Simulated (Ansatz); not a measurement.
Ansatz (a quantum-chemistry and plane-wave program) input (r2SCAN/def2-TZVPD):

Ansatz 0.2 input:
```yaml
crystal:
  periodic: [false, false, false]
  atoms:
    - {symbol: Si, position_ang: [-0.16829155, 0.86656778, 0.27553304]}
    - {symbol: O, position_ang: [-1.26235691, -0.01557634, -0.60559013]}
    - {symbol: C, position_ang: [-1.86271309, -1.16413901, -0.20438227]}
    - {symbol: O, position_ang: [1.17706710, 0.01073918, 0.63014747]}
    - {symbol: C, position_ang: [2.05853026, -0.54464259, -0.33815317]}
    - {symbol: H, position_ang: [-0.74439104, 1.23645930, 1.58114216]}
    - {symbol: H, position_ang: [0.12927990, 2.01727046, -0.59854634]}
    - {symbol: H, position_ang: [-2.63116598, -1.54198049, -0.86083170]}
    - {symbol: H, position_ang: [-1.78343540, -1.47090439, 0.83083538]}
    - {symbol: H, position_ang: [1.59148814, -1.39200720, -0.84543506]}
    - {symbol: H, position_ang: [2.34908035, 0.20002766, -1.08552892]}
    - {symbol: H, position_ang: [2.95264134, -0.88942723, 0.17965596]}
basis:
  gaussian:
    orbitals: def2-TZVPD
hamiltonian:
  xc: {name: r2SCAN}
magnetization: {spin_polarized: true, initial_magnetization: 1}
output: {forces: true}
```

Output:

```
Functional definition: r2SCAN
integrals: 0.21 GiB planned
1348 factors; their error is unknown
0.39 GiB of the device are held for the grids
1.47 GiB of device memory are held for the factors and their scratch space
mean field: 1.73 GiB planned
mean field evaluation 1: about -14149.0634 eV, gradient 5.1e1 eV
mean field evaluation 2: about -14128.4519 eV, gradient 8.8e1 eV
mean field evaluation 4: about -14158.7333 eV, gradient 5.2e0 eV
mean field evaluation 8: about -14158.8474 eV, gradient 2.5e-1 eV
mean field evaluation 16: about -14158.8079 eV, gradient 8.0e-4 eV
mean field -14158.80792636 eV, -520.3265941092 hartree, gradient 2.7e-5 eV, S^2 0.756217; 0 other end points of the search recorded, 0 dependent functions left out
the calculation of the forces begins
reference -14158.80794774 eV, -520.3265948948 hartree; 25, 24 occupied and 235, 236 virtual orbitals, 1348 factors
Total energy: -14158.80794774 eV, -520.3265948948 hartree
Atom 0 at    -0.168292     0.866568     0.275533 Å, force    -0.007355    -0.207778    -0.087653 eV/Å
Atom 1 at    -1.262357    -0.015576    -0.605590 Å, force     0.095319     0.156277    -0.056556 eV/Å
Atom 2 at    -1.862713    -1.164139    -0.204382 Å, force     0.003394    -0.008169     0.053634 eV/Å
Atom 3 at     1.177067     0.010739     0.630147 Å, force    -0.035982     0.021354     0.079582 eV/Å
Atom 4 at     2.058530    -0.544643    -0.338153 Å, force    -0.043430     0.037432    -0.014643 eV/Å
Atom 5 at    -0.744391     1.236459     1.581142 Å, force    -0.019018     0.013311     0.075489 eV/Å
Atom 6 at     0.129280     2.017270    -0.598546 Å, force     0.011685     0.056469    -0.050925 eV/Å
Atom 7 at    -2.631166    -1.541980    -0.860832 Å, force    -0.035730    -0.023809    -0.050817 eV/Å
Atom 8 at    -1.783435    -1.470904     0.830835 Å, force     0.016361    -0.029229     0.077914 eV/Å
Atom 9 at     1.591488    -1.392007    -0.845435 Å, force    -0.026738    -0.042764    -0.022546 eV/Å
Atom 10 at     2.349080     0.200028    -1.085529 Å, force     0.011065     0.039322    -0.032022 eV/Å
Atom 11 at     2.952641    -0.889427     0.179656 Å, force     0.030428    -0.012416     0.028542 eV/Å
Dipole moment:     0.130247    -0.072144    -0.065117 e Å
```

It need not be the lowest isomer of its formula.
